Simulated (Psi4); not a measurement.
Li (SMILES [Li-]), charge -1, singlet (a gas-phase anion, which may not be bound at this level); Psi4 with HF/def2-SVP.

The Psi4 input:
```
memory 2 GB

molecule mol {
-1 1
Li    0.000000    0.000000    0.000000
}

set {
  basis def2-svp
  reference rhf
  df_basis_scf cc-pvtz-jkfit
}

energy('scf')
print_variables()
```

What the program printed (banner, timings and long lists left out):

```
   => Loading Basis Set <=

    Name: DEF2-SVP
    Role: ORBITAL
    Keyword: BASIS

         ---------------------------------------------------------
                                   SCF
               by Justin Turney, Rob Parrish, Andy Simmonett
                          and Daniel G. A. Smith
                              RHF Reference
         ---------------------------------------------------------

  ==> Geometry <==

    Molecular point group: d2h
    Geometry (in Angstrom), charge = -1, multiplicity = 1:

       Center              X                  Y                   Z               Mass
    ------------   -----------------  -----------------  -----------------  -----------------
         LI           0.000000000000     0.000000000000     0.000000000000     7.016003436600

  Running in d2h symmetry.

  Rotational constants: A = ************  B = ************  C = ************ [cm^-1]
  Rotational constants: A = ************  B = ************  C = ************ [MHz]
  Nuclear repulsion =    0.000000000000000

  Charge       = -1
  Multiplicity = 1
  Electrons    = 4
  Nalpha       = 2
  Nbeta        = 2

  ==> Algorithm <==

  SCF Algorithm Type is DF.
  DIIS enabled.
  MOM disabled.
  Fractional occupation disabled.
  Guess Type is CORE.
  Energy threshold   = 1.00e-06
  Density threshold  = 1.00e-06
  Integral threshold = 1.00e-12

  ==> Primary Basis <==

  Basis Set: DEF2-SVP
    Blend: DEF2-SVP
    Number of shells: 5
    Number of basis functions: 9
    Number of Cartesian functions: 9
    Spherical Harmonics?: true
    Max angular momentum: 1

Traceback (most recent call last):
  File "psi4", line 375, in <module>
  File "<string>", line 23, in <module>
  File "site-packages/psi4/driver/driver.py", line 533, in energy
  File "site-packages/psi4/driver/procrouting/proc.py", line 2760, in run_scf
  File "site-packages/psi4/driver/procrouting/proc.py", line 1939, in scf_helper
  File "site-packages/psi4/driver/procrouting/proc.py", line 1462, in scf_wavefunction_factory
  File "site-packages/psi4/driver/p4util/python_helpers.py", line 169, in _pybuild_basis
  File "site-packages/psi4/driver/qcdb/libmintsbasisset.py", line 722, in pyconstruct
  File "site-packages/psi4/driver/qcdb/libmintsbasisset.py", line 976, in construct

psi4.driver.qcdb.exceptions.BasisSetNotFound: BasisSet::construct: Unable to find a basis set for atom 1 for key JKFIT among:
  Shell Entries: ['LI']
  Basis Sets: [('CC-PVTZ-JKFIT', 'CC-PVTZ-JKFIT', None)]
  File Path: tmpn4c8jmm8, tmpn4c8jmm8, basis
  Input Blocks:

Printing out the relevant lines from the Psithon --> Python processed input file:
    ""","mol")
    core.IO.set_default_namespace("mol")
    core.set_global_option("BASIS", "def2-svp")
    core.set_global_option("REFERENCE", "rhf")
    core.set_global_option("DF_BASIS_SCF", "cc-pvtz-jkfit")
--> energy('scf')
    print_variables()

!----------------------------------------------------------------------------------!
!                                                                                  !
!  BasisSet::construct: Unable to find a basis set for atom 1 for key JKFIT among: !
!   Shell Entries: ['LI']                                                          !
!   Basis Sets: [('CC-PVTZ-JKFIT', 'CC-PVTZ-JKFIT', None)]                         !
!   File Path: tmpn4c8jmm8,  !
!     tmpn4c8jmm8,           !
!     basis                                          !
!   Input Blocks:                                                                  !
!                                                                                  !
!----------------------------------------------------------------------------------!

QcdbException BasisSetNotFound: BasisSet::construct: Unable to find a basis set for atom 1 for key JKFIT among:
  Shell Entries: ['LI']
  Basis Sets: [('CC-PVTZ-JKFIT', 'CC-PVTZ-JKFIT', None)]
  File Path: tmpn4c8jmm8, tmpn4c8jmm8, basis
  Input Blocks:
```

The input was rejected before any calculation.
